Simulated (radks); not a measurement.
Species: the ytterbium ion Yb55+. Configuration: [Ne] 3s2 3p3. Method: scalar-relativistic Kohn-Sham, BLYP, spin-polarised, spherical densities, finite nucleus; open shells are filled with parallel spins first (spin-orbit coupling, left out, can overturn this in heavy ions); Fermi nuclear charge, rms radius 5.3108 fm; computed with a radial shooting solver on a logarithmic mesh with Libxc functionals.

Normalised radial functions P(r) = r R(r), r in bohr:

r	3s up	3p up	3p down
0.0007966	0.2497	0.0058	0.0058
0.001106	0.3232	0.0101	0.0101
0.001523	0.4117	0.0173	0.0173
0.002114	0.5203	0.0300	0.0300
0.002911	0.6415	0.0514	0.0514
0.004042	0.7727	0.0887	0.0887
0.005566	0.8892	0.1497	0.1497
0.007665	0.9609	0.2489	0.2488
0.01064	0.9335	0.4088	0.4087
0.01465	0.7388	0.6390	0.6388
0.02034	0.3013	0.9531	0.9526
0.02801	-0.3587	1.2918	1.2910
0.03889	-1.1140	1.5339	1.5327
0.05355	-1.5438	1.4215	1.4200
0.07375	-1.1694	0.6982	0.6961
0.1024	0.2364	-0.6824	-0.6849
0.141	1.9113	-2.0630	-2.0623
0.1957	2.5746	-2.5025	-2.4986
0.2695	1.7502	-1.6926	-1.6947
0.3741	0.5808	-0.5881	-0.5936
0.5152	0.0842	-0.0930	-0.0956

3s up: eigenvalue -5744.9 eV, 2 radial nodes at r = 0.0238, 0.0979 bohr, <r> = 0.199 bohr, 90 % of the charge inside 0.289 bohr. 3p up: eigenvalue -5386.8 eV, 1 radial node at r = 0.0882 bohr, <r> = 0.195 bohr, 90 % of the charge inside 0.288 bohr. 3p down (empty): eigenvalue -5353.1 eV, 1 radial node at r = 0.0882 bohr, <r> = 0.195 bohr, 90 % of the charge inside 0.289 bohr.
